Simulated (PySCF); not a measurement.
# Electronic structure of Tl⁺ (thallium, charge +1) at the wB97M-V level

Configuration: [Xe] 4f14 5d10 6s2, closed-shell 1S. Computed with PySCF 2.14 in aug-cc-pVQZ-PP with ECP60MDF, with scalar relativity through the core potential.

| Quantity | Value |
| --- | --- |
| Total energy | -172.2203 hartree |
| One-electron energy | -295.9947 hartree |
| Hartree (Coulomb) energy | 138.4412 hartree |
| Exchange-correlation energy | -14.6668 hartree |
| ⟨S²⟩ | 0.0000 |
| ⟨L²⟩ | 0.000 |
| Sum of ⟨r⟩ | 26.85 bohr |
| Sum of ⟨r²⟩ | 44.56 bohr² |
| Time after the integrals | of the order of 8 core-seconds |

```
shell  electrons  mean orbital energy (eV)  rms radius, mean of both spins (bohr)
   5s          2                   -147.21                                  0.944
   5p          6                   -91.910                                   1.08
   5d         10                   -27.426                                   1.50
   6s          2                   -19.202                                   2.58
```

Energies and moments cover only the electrons outside the core potential. Spin-orbit coupling, which splits the p, d and f shells strongly at this Z, is absent.
